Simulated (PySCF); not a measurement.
This PySCF input asks for the spin–spin couplings of SMILES [F][GeH2-], [FGeH₂]-; the geometry comes from PBE0-D3(BJ)/def2-SVP.

```python
import basis_set_exchange as bse
import numpy as np
from pyscf import gto, dft
from pyscf.data import nist
from pyscf.prop import ssc

atoms = """
F     1.575830   -0.030240   -0.175643
Ge   -0.055313    0.002575    0.664904
H    -0.778170   -1.141586   -0.255747
H    -0.732116    1.174084   -0.256380
"""
names = {"F": "pcJ-1", "Ge": "pcSseg-1", "H": "pcJ-1"}
basis = {el: gto.basis.parse(bse.get_basis(n, elements=[el], fmt="nwchem")) for el, n in names.items()}
mol = gto.M(atom=atoms, basis=basis, charge=-1, verbose=0)
mf = dft.RKS(mol, xc="B3LYP")
mf.grids.level = 2
mf.grids.alignment = dft.numint.BLKSIZE   # the property module wants whole blocks of grid points
mf.conv_tol = 1e-9
mf.kernel()

sc = ssc.RKS(mf)
sc.with_fcsd = True   # Fermi contact and spin-dipole together
sc.max_cycle_cphf = 60
g = {"F": 5.257736, "H": 5.58569468}   # nuclear g factors of 19F, 1H
sc.nuc_pair = [(i, j) for i in range(mol.natm) for j in range(i + 1, mol.natm)
               if mol.atom_pure_symbol(i) in g and mol.atom_pure_symbol(j) in g]
K = sc.kernel()
unit = nist.HARTREE2J / nist.PLANCK * (0.5 * nist.E_MASS / nist.PROTON_MASS) ** 2
for (i, j), k in zip(sc.nuc_pair, K):
    a, b = mol.atom_pure_symbol(i), mol.atom_pure_symbol(j)
    J = unit * g[a] * g[b] * np.trace(k) / 3
    if abs(J) >= 1:
        print("%s%d %s%d %8.1f Hz" % (a, i, b, j, J))
```

Problem. What does it print?

Solution. 
```
F0 H2     29.9 Hz
F0 H3     29.9 Hz
H2 H3     -5.6 Hz
```

These numbers come from an equivalent density-fitted implementation of the same equations, which agrees with the script to about 0.1 Hz, so last digits may differ.

Size and cost of the density-fitted run: 88 basis functions, 3.1 s wall time on 1 thread of an x86-64 server CPU, shared host.
